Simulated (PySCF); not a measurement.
**Vertical excitation energies**

Species: [AgF4]- (charge -1 and singlet state).
Structure used (PBE0-D3(BJ)/def2-SVP), in Å, numbered top down from 1:
```
atom  x, y, z in Å
Ag1    0.000    0.000    0.000
F2     1.908   -0.014    0.003
F3     0.014    1.908    0.006
F4    -1.908    0.014   -0.003
F5    -0.014   -1.908   -0.006
```

Method used: TDDFT wB97X-D/def2-SVPD, vertical, gas phase, core orbitals frozen in the response, def2 core potentials past Kr in PySCF 2.14.0, density-fitted response routines. Spin–orbit coupling is left out.

**Question.** What does the calculation give for the low-lying excited states?

**Answer.** 

```json
{"state": "S1", "E (eV)": "2.74", "E (hartree)": "0.1006", "f": "0.0000", "|μ| (D)": "0.00", "symmetry": "–", "main configurations (H = HOMO, L = LUMO)": "H-2/H-1/H→L (≥97%)"}
{"state": "S2", "E (eV)": "2.98", "E (hartree)": "0.1097", "f": "0.0000", "|μ| (D)": "0.00", "symmetry": "–", "main configurations (H = HOMO, L = LUMO)": "H-2/H-1/H→L (97%)"}
{"state": "S3", "E (eV)": "2.98", "E (hartree)": "0.1097", "f": "0.0000", "|μ| (D)": "0.00", "symmetry": "–", "main configurations (H = HOMO, L = LUMO)": "H-2/H-1/H→L (97%)"}
{"state": "S4", "E (eV)": "3.54", "E (hartree)": "0.1302", "f": "0.0000", "|μ| (D)": "0.00", "symmetry": "–", "main configurations (H = HOMO, L = LUMO)": "H-3→L (100%)"}
{"state": "S5", "E (eV)": "4.04", "E (hartree)": "0.1484", "f": "0.0000", "|μ| (D)": "0.00", "symmetry": "–", "main configurations (H = HOMO, L = LUMO)": "H-7→L (91%), H-13→L (8%)"}
{"state": "S6", "E (eV)": "4.12", "E (hartree)": "0.1515", "f": "0.0005", "|μ| (D)": "0.18", "symmetry": "–", "main configurations (H = HOMO, L = LUMO)": "H-6→L (100%)"}
{"state": "S7", "E (eV)": "4.20", "E (hartree)": "0.1543", "f": "0.0094", "|μ| (D)": "0.77", "symmetry": "Eu", "main configurations (H = HOMO, L = LUMO)": "H-4→L (81%), H-9→L (18%)"}
{"state": "S8", "E (eV)": "4.20", "E (hartree)": "0.1543", "f": "0.0094", "|μ| (D)": "0.77", "symmetry": "Eu", "main configurations (H = HOMO, L = LUMO)": "H-5→L (81%), H-10→L (18%)"}
{"state": "S9", "E (eV)": "4.68", "E (hartree)": "0.1720", "f": "0.0000", "|μ| (D)": "0.00", "symmetry": "–", "main configurations (H = HOMO, L = LUMO)": "H-8→L (100%)"}
```

Triplets, Tamm–Dancoff:

```csv
state,E (eV),λ (nm),"main configurations (H = HOMO, L = LUMO)"
T1,2.31,536.1,H-2/H-1/H→L (≥96%)
T2,2.42,511.9,H-2/H-1/H→L (≥94%)
T3,2.42,511.8,H-2/H-1/H→L (≥94%)
```

The lowest singlet comes at 453 nm (264 kJ/mol) in the visible; it is dark (f under 0.0005); its leading configuration is HOMO-2/HOMO-1/HOMO→LUMO (≥97%). The most intense listed level is S7/S8 at 4.20 eV (295 nm, f = 0.019 summed), 1.46 eV above S1. S2/S3 and S7/S8 lie within about 0.01 eV of each other in each set; the point group D4h has degenerate representations, and within a degenerate level the listed configurations can mix freely. For S1 the Löwdin share of silver is 31% in HOMO-2 and 48% in LUMO. Orbital energies (eV): HOMO-3 -7.25, HOMO-2 -7.04, HOMO-1 -7.03, HOMO -7.03, LUMO 1.72, LUMO+1 5.57, LUMO+2 5.94. Of the 9 states listed, none reaches f = 0.01 and 6 stay under 0.0005. 3 computed singlets (S1 to S3) lie in the visible range (380 to 750 nm), S1 for one at 453 nm, dark in the vertical dipole picture (f under 0.0005); light of that wavelength is blue, and its complementary colour is yellow; a Tamm–Dancoff triplet lies at 536 nm, without intensity as long as spin–orbit coupling is left out. No detachment energy is given for this anion; states above it aren't bound, and a finite basis only mimics them. Symmetry labels in D4h follow from the direction of the transition dipole and are given only for states with f of 0.002 or more. Orbitals of the list HOMO-3 to LUMO+2 that lie within 0.01 eV of each other are written together with a slash and their weights summed (≥ marks a lower bound); for degenerate orbitals outside that list single weights are arbitrary. Only the lowest 10 singlets were computed, as vertical energies without vibronic structure. The highest level found (6.22 eV, f 0.0000 so far) is left out, since the window may have cut off a degenerate partner.
